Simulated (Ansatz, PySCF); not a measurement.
CH₁₀FNSi₃, SMILES F[Si@H]([C@@H]([SiH3])N)[SiH3]. Atoms are numbered in the order given.

```xyz
16

N      0.3736    -1.8067     0.1867
C      0.8453    -0.4712    -0.2573
Si     2.6336    -0.0500     0.2150
Si    -0.5508     0.6158     0.4039
F     -0.3407     2.1771    -0.0545
Si    -2.5480    -0.2861    -0.4354
H      0.6381    -1.9931     1.1541
H      0.7563    -2.5621    -0.3804
H      0.7585    -0.4230    -1.3572
H      3.0174     1.3206    -0.2307
H      2.7602    -0.1411     1.7007
H      3.5661    -1.0499    -0.3900
H     -0.5071     0.5981     1.8970
H     -2.2794    -0.8952    -1.7723
H     -3.0917    -1.3275     0.4829
H     -3.5868     0.7753    -0.6038
```

Geometry optimised at B3LYP-D3(BJ)/def2-SVP. The structure was generated by enumeration; whether it is a known compound was not checked. One conformer was computed; it need not be the lowest.

Two levels are set side by side: PBE-D3(BJ)/def2-SVP (Ansatz, a program for electronic structure) and B3LYP-D3(BJ)/def2-SVP (Ansatz). Each level has its own optimised geometry; the coordinates shown are those of the second. Frequencies come from the Hessian of PySCF at each geometry. Differences are taken from unrounded values.

```json
[
 {"quantity": "mean bond length (Å)", "B3LYP-D3(BJ)": "1.524"},
 {"quantity": "bond N1–C2 (Å)", "B3LYP-D3(BJ)": "1.484"},
 {"quantity": "bond C2–Si3 (Å)", "B3LYP-D3(BJ)": "1.897"},
 {"quantity": "bond C2–Si4 (Å)", "B3LYP-D3(BJ)": "1.889"},
 {"quantity": "bond Si4–F5 (Å)", "B3LYP-D3(BJ)": "1.641"},
 {"quantity": "bond Si4–Si6 (Å)", "B3LYP-D3(BJ)": "2.347"},
 {"quantity": "bond N1–H7 (Å)", "B3LYP-D3(BJ)": "1.020"},
 {"quantity": "bond N1–H8 (Å)", "B3LYP-D3(BJ)": "1.019"},
 {"quantity": "bond C2–H9 (Å)", "B3LYP-D3(BJ)": "1.104"},
 {"quantity": "bond Si3–H10 (Å)", "B3LYP-D3(BJ)": "1.492"},
 {"quantity": "bond Si3–H11 (Å)", "B3LYP-D3(BJ)": "1.494"},
 {"quantity": "bond Si3–H12 (Å)", "B3LYP-D3(BJ)": "1.495"},
 {"quantity": "bond Si4–H13 (Å)", "B3LYP-D3(BJ)": "1.494"},
 {"quantity": "bond Si6–H14 (Å)", "B3LYP-D3(BJ)": "1.493"},
 {"quantity": "bond Si6–H15 (Å)", "B3LYP-D3(BJ)": "1.491"},
 {"quantity": "bond Si6–H16 (Å)", "B3LYP-D3(BJ)": "1.495"},
 {"quantity": "highest harmonic wavenumber (cm⁻¹)", "B3LYP-D3(BJ)": "3577"},
 {"quantity": "mean harmonic wavenumber (cm⁻¹)", "B3LYP-D3(BJ)": "1109"},
 {"quantity": "zero-point energy (kcal/mol)", "B3LYP-D3(BJ)": "66.57"}
]
```

Task: What does PBE-D3(BJ) give, and how far is it from B3LYP-D3(BJ)? (An estimate is asked for; the answer gives what the named calculation found.)

Result: 
```csv
quantity,PBE-D3(BJ),PBE-D3(BJ) minus B3LYP-D3(BJ)
mean bond length (Å),1.533,0.010
bond N1–C2 (Å),1.485,0.001
bond C2–Si3 (Å),1.901,0.004
bond C2–Si4 (Å),1.898,0.009
bond Si4–F5 (Å),1.653,0.012
bond Si4–Si6 (Å),2.350,0.004
bond N1–H7 (Å),1.027,0.007
bond N1–H8 (Å),1.026,0.007
bond C2–H9 (Å),1.112,0.007
bond Si3–H10 (Å),1.505,0.013
bond Si3–H11 (Å),1.507,0.013
bond Si3–H12 (Å),1.508,0.013
bond Si4–H13 (Å),1.508,0.014
bond Si6–H14 (Å),1.507,0.014
bond Si6–H15 (Å),1.504,0.013
bond Si6–H16 (Å),1.508,0.014
highest harmonic wavenumber (cm⁻¹),3511,-66
mean harmonic wavenumber (cm⁻¹),1075,-34
zero-point energy (kcal/mol),64.54,-2.03
```

Exact exchange shortens and stiffens bonds; PBE has none. Differences between two approximate levels are no errors against the true value.
